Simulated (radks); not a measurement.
Fractional charge and spin in the 6s shell of erbium: the spin-up occupation runs from 0 to 1 and the spin-down occupation from 0 to 1; the fullest corner is Er, [Xe] 4f(up 6, down 6) 6s(up 1, down 1). All-electron calculation, scalar-relativistic Kohn-Sham, PBE, spin-polarised, spherical densities, finite nucleus; Fermi nuclear charge, rms radius of each element as measured or else 0.836 A^(1/3) + 0.57 fm. Program: a radial shooting solver on a logarithmic mesh with Libxc functionals. Energy (eV) minus the two flat planes that join the four corners (they meet along the diagonal where the two added fractions sum to one electron); zero is where a piecewise linear energy would lie.

\begin{tabular}{lrrrrr}
down \ up & 0 & 0.25 & 0.5 & 0.75 & 1 \\ \hline
0 & 0.000 & -0.528 & -0.698 & -0.519 & 0.000 \\
0.25 & -0.528 & -0.644 & -0.418 & 0.143 & -0.455 \\
0.5 & -0.698 & -0.418 & 0.190 & -0.365 & -0.602 \\
0.75 & -0.519 & 0.143 & -0.365 & -0.559 & -0.447 \\
1 & 0.000 & -0.455 & -0.602 & -0.447 & 0.000 \\
\end{tabular}

Corners above the fullest one (they belong to Er+ and the next ion): (up 1, down 0) 6.192 eV, (up 0, down 1) 6.192 eV, (up 0, down 0) 18.334 eV. With half an added electron in each spin the energy lies 0.190 eV from the planes, and with half an added electron in spin up alone -0.698 eV. The planes are only a guide here: the flat-plane condition holds for ground states with one frontier orbital, while this shell lies below other occupied shells, so the corners above the fullest one are inner-hole states and not the ground states of those ions.
